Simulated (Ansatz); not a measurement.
`C=[N][GeH3]` and `C=[N][SnH3]` differ in one atom or group.

Ansatz, PBE0-D4/def2-TZVP geometries, multiplicity 1. 

Elements past krypton have def2 core potentials. Scalar relativity is left out up to krypton.

```csv
property,`C=[N][GeH3]`
HOMO–LUMO gap (B3LYP/def2-TZVPP) / eV,5.95
size of the dipole moment (B3LYP/def2-TZVPP) / D,1.38
LUMO energy (PBE/def2-TZVPP) / eV,-1.83
zero-point energy (PBE0-D4/def2-TZVP) / kJ/mol,140.3
LUMO energy (B3LYP/def2-TZVPP) / eV,-0.94
LUMO energy (ωB97M-V/def2-TZVPP) / eV,1.58
```

(1) Give the same properties after the change, and the shifts. (Best estimate.)

Answers

(1) The calculation gave: 
```csv
property,`C=[N][SnH3]`,shift
HOMO–LUMO gap (B3LYP/def2-TZVPP) / eV,5.78,-0.17
size of the dipole moment (B3LYP/def2-TZVPP) / D,1.38,0.00
LUMO energy (PBE/def2-TZVPP) / eV,-1.71,0.12
zero-point energy (PBE0-D4/def2-TZVP) / kJ/mol,130.8,-9.5
LUMO energy (B3LYP/def2-TZVPP) / eV,-0.82,0.12
LUMO energy (ωB97M-V/def2-TZVPP) / eV,1.33,-0.25
```

With PBE0 the HOMO rises by 0.31 eV and the LUMO rises by 0.14 eV, so the gap narrows by about 0.17 eV. PBE moves the HOMO by 0.24 eV and ωB97M-V by 0.35 eV. Dipoles are sizes alone; their direction can turn.

B3LYP here is the variant with VWN-RPA as its local correlation; programs differ in this.
